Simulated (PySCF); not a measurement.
Species: cis-Si(H2O)2F4.
Bonds: Si1–O2, Si1–F5, Si1–O6, Si1–F9, Si1–F10, Si1–F11. Hydrogens: H3, H4 on O2; H7, H8 on O6.

Computed by this run: PBE0-D3(BJ)/def2-SVP geometry optimisation, gas phase in PySCF; density fitting, grid level 1; the optimiser is geomeTRIC in internal coordinates, started from a GFN1-xTB structure with every atom displaced at random (about 0.03 Å).

Step 0: E = -22878.9564 eV
```
atom  x, y, z in Å  |  force x, y, z in eV/Å
Si1    -0.4017   -0.0794   -0.4535   -2.338   5.049  -0.371
O2     -0.3842   -0.0226    1.7037    2.326  -3.624  -1.371
H3     -0.9217   -0.8248    1.8414   -0.073   0.761   0.225
H4     -0.8525    0.7444    1.8505   -2.174   2.741   0.660
F5     -0.2877   -0.0153   -2.1069    0.245  -0.263   1.048
O6      1.6921    0.0394   -0.3749   -1.020  -1.682   0.258
H7      1.8883    0.8169   -0.8781    0.208   1.079  -0.607
H8      1.9225   -0.7185   -0.9446    0.147   0.314   0.215
F9     -2.0776   -0.0077   -0.2198    1.443  -0.403  -0.255
F10    -0.2509    1.5863   -0.1857    0.420  -1.168  -0.180
F11    -0.2284   -1.6042   -0.2011    0.816  -2.802   0.377
```

**Question.** Estimate the geometry and energy of step 1. (The exact step hangs on the optimiser's Hessian estimate; all steps are aligned on step 0, rigid shifts and turns removed.)

**Answer.** E = -22878.9880 eV, largest force 2.426 eV/Å
```
atom  x, y, z in Å  |  force x, y, z in eV/Å
Si1    -0.4545   -0.0658   -0.4056    0.388   2.061  -0.727
O2     -0.3577   -0.0580    1.6496    0.426  -0.263  -0.950
H3     -0.9279   -0.8169    1.8303   -0.196   0.077   0.242
H4     -0.8492    0.7478    1.8046   -0.439   0.427   0.445
F5     -0.2494    0.0061   -2.0318   -0.445  -0.480   0.003
O6      1.6119    0.0800   -0.3575    0.737  -1.917  -0.135
H7      1.7887    0.8713   -0.8800   -0.171   0.100  -0.004
H8      1.8684   -0.6719   -0.9163    0.280   0.141   0.150
F9     -2.1066   -0.0742   -0.2131    1.152   0.537  -0.032
F10     0.0167    1.5292   -0.2537   -2.149   0.773   0.818
F11    -0.2423   -1.6331   -0.1956    0.418  -1.455   0.191
```

The energy changes by -0.0316 eV. The first-order estimate −F·Δx gives -0.8123 eV and the mean of the old and new forces, exact on a quadratic surface, +0.0098 eV. The step makes an angle of 76° with the force vector and moves no atom by more than 0.282 Å.

The cost below is that of the whole optimisation. Time: 2.2 min of wall time; peak memory 0.46 GiB. Hardware: one thread, Arm Neoverse V1 (aarch64), no GPU, shared host.
